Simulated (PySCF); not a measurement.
Computed IR spectrum (relative IR intensity) of a molecule CH7FOSi2. Geometry optimised at PBE0-D3(BJ)/def2-SVP. The values are those of a single conformer. Level of theory: PBE0-D3(BJ)/def2-SVP (PySCF). Frequencies are harmonic and unscaled.

Lines under 2 % of the strongest are left out, and lines within 2 cm⁻¹ are merged.

```
ν (cm⁻¹)  relative intensity
--------  ------------------
130                      2.6
176                      2.1
266                      3.2
354                       90
387                       10
628                       11
665                       14
755                       61
761                       25
841                      100
855                       13
908                       64
929                       19
942                       66
1078                      43
1139                      16
1276                     2.6
1369                      17
1451                     2.8
2204                      45
2224                      42
2237                      37
2247                      79
3038                      15
3120                     3.2
3876                      26
```

Q: Which structure fits?
A. F[SiH2]OC[SiH3]
B. C[Si@@H](F)O[SiH3]
C. O[SiH2]C[SiH2]F
D. OC[SiH2][SiH2]F

A: D, OC[SiH2][SiH2]F
